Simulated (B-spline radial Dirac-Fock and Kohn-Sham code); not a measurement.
EELS cross sections of the Dy L2 (2p1/2) edge

System: neutral dysprosium, 1s2 2s2 2p6 3s2 3p6 3d10 4s2 4p6 4d10 4f10 5s2 5p6 6s2. Method: the first Born approximation with generalised oscillator strengths from a Dirac-Hartree-Slater potential (longitudinal and transverse terms; continuum final states only, so no white lines or fine structure). Computed with a radial finite-basis atomic code. The edge is taken at 8581.0 eV (tabulated value).

Edge shape dσ/dE in barn per eV:

```csv
E − edge (eV),"80 kV, 20 mrad","100 kV, 20 mrad","120 kV, 5 mrad"
1,0.00359,0.00461,0.000383
3,0.00325,0.00417,0.000347
6,0.00305,0.00391,0.000325
10,0.00297,0.00381,0.000316
15,0.00295,0.00378,0.000313
20,0.00292,0.00374,0.000310
30,0.00286,0.00366,0.000303
40,0.00282,0.00361,0.000299
50,0.00281,0.00359,0.000297
65,0.00280,0.00358,0.000297
80,0.00278,0.00356,0.000294
100,0.00274,0.00351,0.000291
125,0.00271,0.00347,0.000287
150,0.00268,0.00343,0.000283
200,0.00260,0.00333,0.000275
250,0.00253,0.00324,0.000267
300,0.00246,0.00315,0.000259
```

For the first setting the maximum lies 1 eV above the edge. The intensity 300 eV above the edge is 68 % of the maximum.
